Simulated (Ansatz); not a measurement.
`[SH][GeH2][C]1=NC1` and `O[SiH2]C1=NC1` differ in one atom or group.

Ansatz, PBE0-D4/def2-TZVP geometries, multiplicity 1. Each molecule was computed in one conformer, which needn't be the lowest.

Scalar relativity is left out up to krypton.

```csv
property,`[SH][GeH2][C]1=NC1`
LUMO energy (B3LYP/def2-TZVPP) / eV,-1.31
HOMO–LUMO gap (B3LYP/def2-TZVPP) / eV,5.93
HOMO–LUMO gap (ωB97M-V/def2-TZVPP) / eV,10.89
LUMO energy (ωB97M-V/def2-TZVPP) / eV,1.18
HOMO energy (B3LYP/def2-TZVPP) / eV,-7.24
HOMO–LUMO gap (PBE0/def2-TZVPP) / eV,6.42
```

(1) Give the same properties after the change, and the shifts. (Best estimate.)

Answers

(1) Computed: 
| property | `O[SiH2]C1=NC1` | shift |
| --- | --- | --- |
| LUMO energy (B3LYP/def2-TZVPP) / eV | -1.33 | -0.02 |
| HOMO–LUMO gap (B3LYP/def2-TZVPP) / eV | 6.12 | 0.19 |
| HOMO–LUMO gap (ωB97M-V/def2-TZVPP) / eV | 11.11 | 0.22 |
| LUMO energy (ωB97M-V/def2-TZVPP) / eV | 1.15 | -0.03 |
| HOMO energy (B3LYP/def2-TZVPP) / eV | -7.45 | -0.21 |
| HOMO–LUMO gap (PBE0/def2-TZVPP) / eV | 6.58 | 0.16 |

B3LYP here is the variant with VWN-RPA as its local correlation; programs differ in this.
